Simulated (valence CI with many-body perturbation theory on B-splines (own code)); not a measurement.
Results of a calculation; reference values are marked as such.
# Br¹⁴⁺: magnetic and hyperfine properties of the levels

Level of theory: valence CI with perturbative core correlation (CI+MBPT): three valence electrons over a frozen Dirac-Fock core [Ar], radial functions for each j: 7 s, 7 p, 8 d, 6 f, 4 g, 1 h, with the one-electron correlation potential Σ1, the two-electron term Σ2, the three-electron term Σ3, Breit, model QED; selected CI, second order for the rest, scaled by the run's own slope (own B-spline code, finite nucleus).

No measured spectrum was set against this ion. As an estimate, terms of the open shell hold to 2 to 4 % of their energy, and close levels can change places. The list stops below the first excitations out of the core. Only levels of the ground parity were solved; by the run's estimate the other parity begins above the list, which can be wrong where configurations are misplaced.

A/g_I is the dipole constant over the nuclear g factor μ/I (μ in nuclear magnetons, uniformly magnetised nucleus), B/Q the quadrupole constant per barn. Both hold the static response of the core; the bare values leave it out. Large factors of s and p1/2 electrons are usually good to 5 to 10 %; those of open d and f shells near neutrality can be off by tens of per cent, and small factors of p3/2, d and f electrons come from cancelling terms and can be off by a factor of two or in sign, in half-filled shells by more. B is blank for J = 1/2, where it vanishes, and for nearly pure S terms. Energies count from the lowest level.

Names give the largest LS component (configuration and term), which can be under half, so a name can repeat, a term be missing and a line seem to break the LS rules; names also repeat where a configuration has a term twice. Letters in brackets count levels of one name in rising energy.

```
         Level  E (cm⁻¹)      g  A/g_I (MHz)  A/g_I bare  B/Q (MHz/b)  B/Q bare
    3d3 4F_3/2       0.0  0.409         5150        4930        -1150     -1180
    3d3 4F_5/2      4858  1.029         2950        2980        -1100     -1130
    3d3 4F_7/2     10454  1.233         2340        2450        -1440     -1480
    3d3 4F_9/2     16246  1.322         2240        2390        -2010     -2070
    3d3 4P_3/2     40629  1.595         2170        2420        -2310     -2380
    3d3 4P_1/2     41473  2.471        -3480       -2850                       
    3d3 2G_7/2     46968  0.893         3590        3570         1750      1810
    3d3 4P_5/2     49104  1.589          679         940         2960      3050
    3d3 2G_9/2     49949  1.061         3100        3140         3360      3470
3d3 2D_3/2 [a]     58121  1.108         3160        3220        -3000     -3100
    3d3 2P_1/2     61503  0.863          260         245                       
    3d3 2H_9/2     67045  0.967         2820        2830         4260      4390
   3d3 2H_11/2     67132  1.090         2930        2980         6540      6740
3d3 2D_5/2 [a]     69665  1.205         2520        2620        -2100     -2170
    3d3 2P_3/2     74847  1.148         2440        2520          391       395
    3d3 2F_7/2     99892  1.140         2880        2960         1960      2030
    3d3 2F_5/2    101800  0.864         2940        2910         2820      2920
3d3 2D_5/2 [b]    153620  1.194         2180        2280         4390      4530
3d3 2D_3/2 [b]    155390  0.798         4840        4770         3890      4010
```

(1) Take the isotope of mass number 81, with I = 3/2, μ = 2.2686 μN and Q = 0.2579 b. What is the hyperfine structure of 3d3 4P_3/2?

Answers

(1) From the table A = 3280 MHz, B = -596 MHz. Shifts from the centre of gravity in MHz: F = 0: -13000, F = 1: -9170, F = 2: -2010, F = 3: 7230.
